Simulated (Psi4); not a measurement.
A run for Psi4: SAPT0/jun-cc-pV(D+d)Z on CHFO (a complex), monomers drawn apart or pushed together.

```
memory 2025 MB

molecule dimer {
0 1
F    -0.11084606   -0.27438190   -0.45428820
H    -0.07941079   -0.21394166    0.47618334
--
0 1
C     0.04179640    0.02286556    4.09611003
O     0.07903577    0.09628614    5.21434427
units angstrom
symmetry c1
no_reorient
no_com
}

set {
  basis jun-cc-pV(D+d)Z
  scf_type df
  freeze_core true
}

energy('sapt0')
```

Program output:

```
[...]
==> Input File <==

--------------------------------------------------------------------------
memory 2025 MB

molecule dimer {
0 1
F    -0.11084606   -0.27438190   -0.45428820
H    -0.07941079   -0.21394166    0.47618334
--
0 1
C     0.04179640    0.02286556    4.09611003
O     0.07903577    0.09628614    5.21434427
units angstrom
symmetry c1
no_reorient
no_com
}

set {
  basis jun-cc-pV(D+d)Z
  scf_type df
  freeze_core true
}

energy('sapt0')
--------------------------------------------------------------------------


   => Loading Basis Set <=

    Name: JUN-CC-PV(D+D)Z
    Role: ORBITAL
    Keyword: BASIS
    atoms 1 entry F          line   290 file jun-cc-pv_dpd_z.gbs
    atoms 2 entry H          line    60 file jun-cc-pv_dpd_z.gbs
    atoms 3 entry C          line   188 file jun-cc-pv_dpd_z.gbs
    atoms 4 entry O          line   256 file jun-cc-pv_dpd_z.gbs

   => Loading Basis Set <=

    Name: JUN-CC-PV(D+D)Z
    Role: ORBITAL
    Keyword: BASIS
    atoms 1 entry F          line   290 file jun-cc-pv_dpd_z.gbs
    atoms 2 entry H          line    60 file jun-cc-pv_dpd_z.gbs
    atoms 3 entry C          line   188 file jun-cc-pv_dpd_z.gbs
    atoms 4 entry O          line   256 file jun-cc-pv_dpd_z.gbs


  //>>>>>>>>>>>>>>>>>>>>>>>>>>>>>>>>>>>//
  //              Dimer HF             //
  //<<<<<<<<<<<<<<<<<<<<<<<<<<<<<<<<<<<//

   => Libint2 <=

    Primary   basis highest AM E, G, H:  7, 6, 3
    Auxiliary basis highest AM E, G, H:  7, 7, 4
    Onebody   basis highest AM E, G, H:  -, -, -
    Solid Harmonics ordering:            Gaussian


   => Loading Basis Set <=

    Name: JUN-CC-PV(D+D)Z
    Role: ORBITAL
    Keyword: BASIS
    atoms 1 entry F          line   290 file jun-cc-pv_dpd_z.gbs
    atoms 2 entry H          line    60 file jun-cc-pv_dpd_z.gbs
    atoms 3 entry C          line   188 file jun-cc-pv_dpd_z.gbs
    atoms 4 entry O          line   256 file jun-cc-pv_dpd_z.gbs


         ---------------------------------------------------------
                                   SCF
               by Justin Turney, Rob Parrish, Andy Simmonett
                          and Daniel G. A. Smith
                              RHF Reference
                        1 Threads,   1931 MiB Core
         ---------------------------------------------------------

  ==> Geometry <==

    Molecular point group: c1
    Full point group: C1

    Geometry (in Angstrom), charge = 0, multiplicity = 1:

       Center              X                  Y                   Z               Mass
    ------------   -----------------  -----------------  -----------------  -----------------
         F           -0.110846060000    -0.274381900000    -0.454288200000    18.998403162730
         H           -0.079410790000    -0.213941660000     0.476183340000     1.007825032230
         C            0.041796400000     0.022865560000     4.096110030000    12.000000000000
         O            0.079035770000     0.096286140000     5.214344270000    15.994914619570

  Running in c1 symmetry.

  Rotational constants: A =     10.25189  B =      0.02631  C =      0.02624 [cm^-1]
  Rotational constants: A = 307343.92593  B =    788.75994  C =    786.74087 [MHz]
  Nuclear repulsion =   42.490349963360970

  Charge       = 0
  Multiplicity = 1
  Electrons    = 24
  Nalpha       = 12
  Nbeta        = 12

  ==> Algorithm <==

  SCF Algorithm Type is DF.
  DIIS enabled.
  MOM disabled.
  Fractional occupation disabled.
  Guess Type is SAD.
  Energy threshold   = 1.00e-08
  Density threshold  = 1.00e-08
  Integral threshold = 1.00e-12

  ==> Primary Basis <==

  Basis Set: JUN-CC-PV(D+D)Z
    Blend: JUN-CC-PV(D+D)Z
    Number of shells: 27
    Number of basis functions: 59
    Number of Cartesian functions: 62
    Spherical Harmonics?: true
    Max angular momentum: 2

   => Loading Basis Set <=

    Name: (JUN-CC-PV(D+D)Z AUX)
    Role: JKFIT
    Keyword: DF_BASIS_SCF
    atoms 1 entry F          line   314 file jun-cc-pvdz-jkfit.gbs
    atoms 2 entry H          line    70 file jun-cc-pvdz-jkfit.gbs
    atoms 3 entry C          line   146 file jun-cc-pvdz-jkfit.gbs
    atoms 4 entry O          line   258 file jun-cc-pvdz-jkfit.gbs

  ==> Integral Setup <==

  DFHelper Memory: AOs need 0.007 GiB; user supplied 1.414 GiB.
  SCF_SUBTYPE=INCORE selected. In-core MEM_DF algorithm will be used.
  Using in-core AOs.

  ==> MemDFJK: Density-Fitted J/K Matrices <==

    J tasked:                   Yes
    K tasked:                   Yes
    wK tasked:                   No
    OpenMP threads:               1
    Algorithm:                 Core
    Schwarz Cutoff:           1E-12
    Mask sparsity (%):      14.0190
    Fitting Condition:        1E-10

   => Auxiliary Basis Set <=

  Basis Set: (JUN-CC-PV(D+D)Z AUX)
    Blend: JUN-CC-PVDZ-JKFIT
    Number of shells: 90
    Number of basis functions: 260
    Number of Cartesian functions: 298
    Spherical Harmonics?: true
    Max angular momentum: 3

  Minimum eigenvalue in the overlap matri
[...]
4    46A      2.940244
      47A      3.433578    48A      3.433578    49A      3.825163
      50A      3.991954    51A      5.741267    52A      5.741267
      53A      6.019907    54A      6.019907    55A      6.669962
      56A      7.078648    57A      7.078648    58A      7.915180
      59A     42.848707

    Final Occupation by Irrep:
              A
    DOCC [     7 ]
    NA   [     7 ]
    NB   [     7 ]

  @DF-RHF Final Energy:  -112.75329949820529

   => Energetics <=

    Nuclear Repulsion Energy =             22.6535274516736216
    One-Electron Energy =                -198.3332985943763447
    Two-Electron Energy =                  62.9264716444974326
    Total Energy =                       -112.7532994982052799

Computation Completed


Properties will be evaluated at   0.000000,   0.000000,   0.000000 [a0]

Properties computed using the SCF density matrix


 Multipole Moments:

 ------------------------------------------------------------------------------------
     Multipole            Electronic (a.u.)      Nuclear  (a.u.)        Total (a.u.)
 ------------------------------------------------------------------------------------

 L = 1.  Multiply by 2.5417464519 to convert [e a0] to [Debye]
 Dipole X            :         -1.6719703            1.6687502           -0.0032201
 Dipole Y            :         -1.7212421            1.7148934           -0.0063487
 Dipole Z            :       -125.3693121          125.2726176           -0.0966945
 Magnitude           :                                                    0.0969562

 ------------------------------------------------------------------------------------

  Constructing Basis Sets for SAPT...

   => Loading Basis Set <=

    Name: (JUN-CC-PV(D+D)Z AUX)
    Role: RIFIT
    Keyword: DF_BASIS_SAPT
    atoms 1 entry F          line   232 file jun-cc-pvdz-ri.gbs
    atoms 2 entry H          line    30 file jun-cc-pvdz-ri.gbs
    atoms 3 entry C          line   100 file jun-cc-pvdz-ri.gbs
    atoms 4 entry O          line   188 file jun-cc-pvdz-ri.gbs

   => Loading Basis Set <=

    Name: (JUN-CC-PV(D+D)Z AUX)
    Role: JKFIT
    Keyword: DF_BASIS_ELST
    atoms 1 entry F          line   314 file jun-cc-pvdz-jkfit.gbs
    atoms 2 entry H          line    70 file jun-cc-pvdz-jkfit.gbs
    atoms 3 entry C          line   146 file jun-cc-pvdz-jkfit.gbs
    atoms 4 entry O          line   258 file jun-cc-pvdz-jkfit.gbs


  //>>>>>>>>>>>>>>>>>>>>>>>>>>>>>>>>>>>//
  //               SAPT0               //
  //<<<<<<<<<<<<<<<<<<<<<<<<<<<<<<<<<<<//



        SAPT0
    Ed Hohenstein
     6 June 2009

      Orbital Information
  --------------------------
    NSO        =        59
    NMO        =        59
    NRI        =       209
    NRI (Elst) =       260
    NOCC A     =         5
    NOCC B     =         7
    FOCC A     =         1
    FOCC B     =         2
    NVIR A     =        54
    NVIR B     =        52

    Elst10,r            =    -0.000896277314 [Eh]
    Exch10              =     0.000033991908 [Eh]
    Exch10 (S^2)        =     0.000033990510 [Eh]

    Maxiter = 50
    CPHF R converge = 1.000000E-08

    Iter     Energy [mEh]          dE [mEh]         Residual      Time [s]
       1      -0.00170100       0.001701005     3.776400e-04             0
       2      -0.00194791       0.000246907     1.866856e-04             0
       3      -0.00215619       0.000208277     3.370795e-05             0
       4      -0.00214886      -0.000007329     7.263493e-06             0
       5      -0.00214626      -0.000002601     7.111921e-07             0
       6      -0.00214669       0.000000431     7.769229e-08             0
       7      -0.00214666      -0.000000026     7.953191e-09             0

    CHF Iterations converged

    Maxiter = 50
    CPHF R converge = 1.000000E-08

    Iter     Energy [mEh]          dE [mEh]         Residual      Time [s]
       1      -0.08519542       0.085195419     3.422214e-03             0
       2      -0.08763330       0.002437879     1.081707e-03             0
       3      -0.10280220       0.015168905     1.107560e-04             0
       4      -0.10258708      -0.000215125     2.452554e-05             0
       5      -0.10253454      -0.000052540     3.516316e-06             0
       6      -0.10254111       0.000006575     5.982084e-07             0
       7      -0.10254072      -0.000000389     9.226276e-08             0
       8      -0.10254070      -0.000000024     1.976314e-08             0
       9      -0.10254072       0.000000016     2.238131e-09             0

    CHF Iterations converged

    Ind20,r (A<-B)      =    -0.000002146663 [Eh]
    Ind20,r (B<-A)      =    -0.000102540717 [Eh]
    Ind20,r             =    -0.000104687380 [Eh]
    Exch-Ind20,r (A<-B) =     0.000000154566 [Eh]
    Exch-Ind20,r (B<-A) =     0.000006402524 [Eh]
    Exch-Ind20,r        =     0.000006557089 [Eh]
    Disp20              =    -0.000104597871 [Eh]
    Disp20 (SS)         =    -0.000052298935 [Eh]
    Disp20 (OS)         =    -0.000052298935 [Eh]
    Exch-Disp20         =     0.000001316996 [Eh]
    Exch-Disp20 (SS)    =     0.000000783714 [Eh]
    Exch-Disp20 (OS)    =     0.000000533282 [Eh]

    SAPT Results
  --------------------------------------------------------------------------------------------------------
    Electrostatics                 -0.89627731 [mEh]      -0.56242251 [kcal/mol]      -2.35317576 [kJ/mol]
      Elst10,r                     -0.89627731 [mEh]      -0.56242251 [kcal/mol]      -2.35317576 [kJ/mol]

    Exchange                        0.03399191 [mEh]       0.02133024 [kcal/mol]       0.08924574 [kJ/mol]
      Exch10                        0.03399191 [mEh]       0.02133024 [kcal/mol]       0.08924574 [kJ/mol]
      Exch10(S^2)                   0.03399051 [mEh]       0.02132937 [kcal/mol]       0.08924207 [kJ/mol]

    Induction                      -0.10470503 [mEh]      -0.06570340 [kcal/mol]      -0.27490302 [kJ/mol]
      Ind20,r                      -0.10468738 [mEh]      -0.06569232 [kcal/mol]      -0.27485668 [kJ/mol]
      Exch-Ind20,r                  0.00655709 [mEh]       0.00411464 [kcal/mol]       0.01721564 [kJ/mol]
      delta HF,r (2)               -0.00657474 [mEh]      -0.00412571 [kcal/mol]      -0.01726198 [kJ/mol]

    Dispersion                     -0.10328088 [mEh]      -0.06480973 [kcal/mol]      -0.27116390 [kJ/mol]
      Disp20                       -0.10459787 [mEh]      -0.06563615 [kcal/mol]      -0.27462167 [kJ/mol]
      Exch-Disp20                   0.00131700 [mEh]       0.00082643 [kcal/mol]       0.00345777 [kJ/mol]
      Disp20 (SS)                  -0.05229894 [mEh]      -0.03281808 [kcal/mol]      -0.13731084 [kJ/mol]
      Disp20 (OS)                  -0.05229894 [mEh]      -0.03281808 [kcal/mol]      -0.13731084 [kJ/mol]
      Exch-Disp20 (SS)              0.00078371 [mEh]       0.00049179 [kcal/mol]       0.00205764 [kJ/mol]
      Exch-Disp20 (OS)              0.00053328 [mEh]       0.00033464 [kcal/mol]       0.00140013 [kJ/mol]

  Total HF                         -0.96699044 [mEh]      -0.60679566 [kcal/mol]      -2.53883305 [kJ/mol]
  Total SAPT0                      -1.07027131 [mEh]      -0.67160539 [kcal/mol]      -2.80999695 [kJ/mol]

  Special recipe for scaled SAPT0 (see Manual):
    Electrostatics sSAPT0          -0.89627731 [mEh]      -0.56242251 [kcal/mol]      -2.35317576 [kJ/mol]
    Exchange sSAPT0                 0.03399191 [mEh]       0.02133024 [kcal/mol]       0.08924574 [kJ/mol]
    Induction sSAPT0               -0.10470422 [mEh]      -0.06570289 [kcal/mol]      -0.27490090 [kJ/mol]
    Dispersion sSAPT0              -0.10328071 [mEh]      -0.06480963 [kcal/mol]      -0.27116347 [kJ/mol]
  Total sSAPT0                     -1.07027034 [mEh]      -0.67160478 [kcal/mol]      -2.80999439 [kJ/mol]
  --------------------------------------------------------------------------------------------------------



*** Psi4 exiting successfully. Buy a developer a beer!
```

The run finished.

Cost: around 3.0 core-seconds (rough).
